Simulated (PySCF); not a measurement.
HLiO, charge +1, doublet, geometry from GFN2-xTB (such geometries of metal compounds can be far from the true shape) (a state made from the parent by changing its charge; the spin is typed, not shown lowest); HF/def2-SVP in PySCF.

PySCF was given this input:
```python
from pyscf import gto, scf

mol = gto.M(
    atom='''
Li   -0.00000000   -0.00000000   -1.42494255
O     0.00000000    0.00000000    0.36662930
H     0.00000000    0.00000000    1.34179325
''',
    basis='def2-svp',
    charge=1,
    spin=1,
    verbose=5,
)

mf = scf.UHF(mol)
mf.kernel()
```

It wrote (shortened):

```
PySCF version 2.14.0

[INPUT] verbose = 5
[INPUT] max_memory = 4000
[INPUT] num. atoms = 3
[INPUT] num. electrons = 11
[INPUT] charge = 1
[INPUT] spin (= nelec alpha-beta = 2S) = 1
[INPUT] symmetry False subgroup None
[INPUT] Mole.unit = angstrom
[INPUT] Symbol           X                Y                Z      unit          X                Y                Z       unit  Magmom
[...]
[INPUT] ---------------- BASIS SET ----------------
[INPUT] l, kappa, [nprim/nctr], expnt,             c_1 c_2 ...
[INPUT] Li
[...]
                                40.069783447      0.047747863215
                                9.0559944389      0.20268796111
                                2.4503009051      0.48606574817
                                0.72209571855     0.43626977955
[...]
                                0.3                  1
[...]
[INPUT] O
[...]
                                340.87010191      -0.03989003923
                                77.363135167      -0.17853911985
                                21.47964494       -0.46427684959
                                6.6589433124      -0.44309745172
[...]
                                3.863550544       0.23094120765
                                1.0480920883      0.51375311064
[...]
[INPUT] H
[...]
                                1.9622572         0.13796524
                                0.44453796        0.47831935
[...]
nuclear repulsion = 12.00391762706
number of shells = 14
number of NR pGTOs = 47
number of NR cGTOs = 28
basis = def2-svp
ecp = {}

******** <class 'pyscf.scf.uhf.UHF'> ********
method = UHF
initial guess = minao
damping factor = 0
level_shift factor = 0
DIIS = <class 'pyscf.scf.diis.CDIIS'>
diis_start_cycle = 1
diis_space = 8
diis_damp = 0
SCF conv_tol = 1e-09
SCF conv_tol_grad = None
SCF max_cycles = 50
direct_scf = True
direct_scf_tol = 1e-13
number electrons alpha = 6  beta = 5
Set gradient conv threshold to 3.16228e-05
E1 = -136.41778846825346  E2 = 41.95852106251468  Ecoul = 51.875259433994614  Exc = -9.916738371479937
init E= -82.4553497786788
cond(S) = 68.7278286883412

  alpha mo_energy =
[-20.78475241  -2.48275295  -1.48886553  -0.68530136  -0.48199683
  -0.48199683  -0.05836332   0.09344997   0.11662694   0.11662694
   0.13084744   0.21628974   0.64589295   0.69102687   0.69102687
   0.86428129   1.11745001   1.11745001   1.25600323   1.4443948
   1.66365625   1.66365625   2.4568008    2.82519365   2.82519365
   3.17234808   3.17234808   3.93342568]
[...]
  alpha mo_energy =
[-2.08956452e+01 -2.72450607e+00 -1.62736266e+00 -9.70081821e-01
 -9.20712508e-01 -8.26561529e-01 -1.54662538e-01 -6.97465051e-02
 -6.39145152e-02 -5.77618552e-02 -1.58327727e-03  4.80368196e-02
  4.39995211e-01  4.69886937e-01  4.72809278e-01  6.88185550e-01
  8.86873101e-01  9.47359214e-01  1.07312101e+00  1.26522240e+00
  1.42004421e+00  1.44193419e+00  2.24032890e+00  2.62453127e+00
  2.62620030e+00  2.96464966e+00  3.02433691e+00  3.76703663e+00]
  beta  mo_energy =
[-2.08536726e+01 -2.72494850e+00 -1.47007496e+00 -9.27843361e-01
 -7.77670041e-01 -1.68406667e-01 -1.53829929e-01 -6.29290205e-02
 -5.54032259e-02 -3.05115864e-02  6.85701955e-03  5.37708007e-02
  4.46889765e-01  4.71281256e-01  4.72420708e-01  6.98114451e-01
  9.71678869e-01  1.08155383e+00  1.10919454e+00  1.28794309e+00
  1.43972438e+00  1.45068497e+00  2.26580319e+00  2.74754107e+00
  2.74923221e+00  3.04162178e+00  3.06566900e+00  3.79907957e+00]
multiplicity <S^2> = 0.75528928  2S+1 = 2.0052823
E1 = -134.49015112263754  E2 = 39.88553469538573  Ecoul = 50.107298193399835  Exc = -10.221763498014106
cycle= 10 E= -82.6006988001918  delta_E= -1.07e-10  |g|= 1.51e-06  |ddm|= 1.67e-05
  alpha mo_energy =
[-2.08956457e+01 -2.72450607e+00 -1.62736298e+00 -9.70082026e-01
 -9.20712958e-01 -8.26561305e-01 -1.54662543e-01 -6.97465257e-02
 -6.39145104e-02 -5.77618735e-02 -1.58332883e-03  4.80367943e-02
  4.39995101e-01  4.69886929e-01  4.72809267e-01  6.88185384e-01
  8.86872773e-01  9.47359282e-01  1.07312082e+00  1.26522236e+00
  1.42004396e+00  1.44193394e+00  2.24032857e+00  2.62453114e+00
  2.62620018e+00  2.96464940e+00  3.02433673e+00  3.76703633e+00]
  beta  mo_energy =
[-2.08536731e+01 -2.72494847e+00 -1.47007540e+00 -9.27843410e-01
 -7.77670326e-01 -1.68406753e-01 -1.53829936e-01 -6.29290076e-02
 -5.54032409e-02 -3.05116600e-02  6.85692523e-03  5.37707505e-02
  4.46889734e-01  4.71281271e-01  4.72420729e-01  6.98114273e-01
  9.71678710e-01  1.08155362e+00  1.10919435e+00  1.28794300e+00
  1.43972409e+00  1.45068466e+00  2.26580287e+00  2.74754085e+00
  2.74923200e+00  3.04162151e+00  3.06566882e+00  3.79907934e+00]
multiplicity <S^2> = 0.75528926  2S+1 = 2.0052823
E1 = -134.4901515956  E2 = 39.88553516834611  Ecoul = 50.10729879109495  Exc = -10.221763622748838
Extra cycle  E= -82.6006988001939  delta_E= -2.07e-12  |g|= 6.23e-07  |ddm|= 1.55e-06
converged SCF energy = -82.6006988001939  <S^2> = 0.75528926  2S+1 = 2.0052823
```
